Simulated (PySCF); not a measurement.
H12CrO6, charge +3, quartet, at a GFN2-xTB geometry (such geometries of metal compounds can be far from the true shape). Base run: DF-PBE0/6-31G in PySCF.

Input for PySCF:
```python
from pyscf import gto, scf, dft

mol = gto.M(
    atom='''
Cr   -0.00000000   -0.00000000    0.00000000
O    -0.71544604    1.71988388   -0.95132633
H    -1.52589161    1.80332323   -1.48417254
H    -0.30737678    2.60372997   -0.95351863
O     1.64275972    1.07908079    0.71540933
H     1.70452027    1.56887622    1.55445361
H     2.50490896    1.19617468    0.27872071
O     1.07905646   -0.50246339   -1.71989914
H     1.64783484   -1.28162020   -1.85072364
H     1.11715370   -0.00589863   -2.55636868
O    -1.07905646    0.50246339    1.71989914
H    -1.64783484    1.28162020    1.85072364
H    -1.11715370    0.00589863    2.55636868
O    -1.64275972   -1.07908079   -0.71540933
H    -1.70452027   -1.56887622   -1.55445361
H    -2.50490896   -1.19617468   -0.27872071
O     0.71544604   -1.71988388    0.95132633
H     0.30737678   -2.60372997    0.95351863
H     1.52589161   -1.80332323    1.48417254
''',
    basis='6-31g',
    charge=3,
    spin=3,
    verbose=4,
)

mf = dft.UKS(mol)
mf.xc = 'pbe0'
mf = mf.density_fit(auxbasis='def2-universal-jkfit')
mf.kernel()
```

Each row names what was changed in the base input (with any setting that the change needs).

```tsv
change	basis functions	E (Eh)	HOMO (eV)	outcome
base	105	-1501.14066	-22.91	converged
basis = ANO-RCC-VDZP; relativity = spin-free X2C (without mf = mf.density_fit(auxbasis='def2-universal-jkfit'))	-	-	-	cut at the time limit
basis = ANO-RCC-VDZP; relativity = spin-free X2C; nucleus = Gaussian (with nucmod='G'; without mf = mf.density_fit(auxbasis='def2-universal-jkfit'))	-	-	-	cut at the time limit
basis = x2c-SVPall; relativity = spin-free X2C; nucleus = Gaussian (with nucmod='G'; without mf = mf.density_fit(auxbasis='def2-universal-jkfit'))	180	-1507.49776	-23.27	converged
basis = ANO-RCC-VDZP; relativity = none (without mf = mf.density_fit(auxbasis='def2-universal-jkfit'))	-	-	-	cut at the time limit
basis = x2c-SVPall; relativity = none (without mf = mf.density_fit(auxbasis='def2-universal-jkfit'))	180	-1499.27157	-23.29	converged
basis = x2c-SVPall; relativity = spin-free X2C (without mf = mf.density_fit(auxbasis='def2-universal-jkfit'))	180	-1507.50023	-23.27	converged
```

Totals shift with the method and basis; they matter in differences.

Open shells are given as the SCF converged; they aren't shown to be the lowest states, and a large step between rows can be another state.

Basis sets contracted for a relativistic Hamiltonian are a mismatch without it, so the rows without relativity aren't non-relativistic limits. No row has spin-orbit coupling; sets with core potentials leave out the core electrons.
